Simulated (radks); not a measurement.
Problem. Cd+, 47 electrons, occupied as [Kr] 4d10 5s1. Calculated with a radial shooting solver on a logarithmic mesh with Libxc functionals: scalar-relativistic Kohn-Sham, LDA (Slater exchange, Perdew-Wang correlation), spin-polarised, spherical densities, finite nucleus; open shells are filled with parallel spins first (spin-orbit coupling, left out, can overturn this in heavy ions); Fermi nuclear charge, rms radius 4.6087 fm; hard spherical wall at 20 bohr. Some entries of the table are withheld. Estimate them.

orbital,occ.,eigenvalue (eV),<r^2> (bohr^2)
1s up,1,-26500.88,0.001252
1s down,1,-26500.85,0.001252
2s up,1,-3942.807,0.02047
2s down,1,-3942.799,0.02047
2p up,3,-3541.182,0.01612
2p down,3,-3541.172,0.01612
3s up,1,-741.5469,0.1474
3s down,1,-741.5247,0.1474
3p up,3,-609.7674,0.1485
3p down,3,-609.7452,0.1484
3d up,5,-402.8202,0.1335
3d down,5,-402.8022,0.1335
4s up,1,-114.7388,0.8760
4s down,1,-114.7013,0.8751
4p up,3,-75.9134,1.058
4p down,3,-75.8540,1.055
4d up,5,-20.8254,1.988
4d down,5,-20.6020,1.947
5s up,1,(1),7.759
5s down,0,(2),7.849
5p up,0,(3),12.66
5p down,0,(4),13.48
6s up,0,-3.3536,51.35
6s down,0,-3.2191,54.38
4f up,0,-0.6981,(5)
4f down,0,-0.6760,(6)

Solution. 
(1) 5s up eigenvalue (eV): -13.8013
(2) 5s down eigenvalue (eV): -12.9764
(3) 5p up eigenvalue (eV): -7.9194
(4) 5p down eigenvalue (eV): -7.1732
(5) 4f up <r^2> (bohr^2): 132.8
(6) 4f down <r^2> (bohr^2): 136.4
